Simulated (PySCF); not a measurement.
Ga(H)(Br)(vinyl) (C₂H₄BrGa), SMILES C=[CH][GaH][Br]. Atoms are numbered in the order given.

```xyz
8

Ga    -0.5285     0.5356     0.0000
H     -2.0889     0.7247     0.0000
Br     0.2401    -1.6519     0.0000
C      0.8169     1.9477     0.0000
C      0.4498     3.2472     0.0000
H      1.8912     1.6906     0.0000
H      1.1880     4.0703     0.0000
H     -0.6104     3.5591     0.0000
```
Charge 0, spin multiplicity 1.

Geometry optimised at PBE-D3(BJ)/def2-SVP. One conformer was computed; it need not be the lowest.

The numbers are results of B3LYP/def2-TZVP in PySCF, not measurements.

Gas-phase values at a fixed geometry.

Computed frontier levels, gap, dipole moment and polarisability:
```json
{
  "highest_occupied_level": "-7.65 eV",
  "lowest_empty_level": "-2.15 eV",
  "orbital_gap": "5.49 eV",
  "dipole_moment": "2.73 D",
  "quadrupole, principal values (traceless, Buckingham form, about the centre of nuclear charge)": "-1.39, -0.43, 1.82 D·Å",
  "mean_static_polarisability": "74.4 bohr³ (11.03 Å³)",
  "polarisability_principal_values": "47.6, 67.5, 108.2 bohr³"
}
```
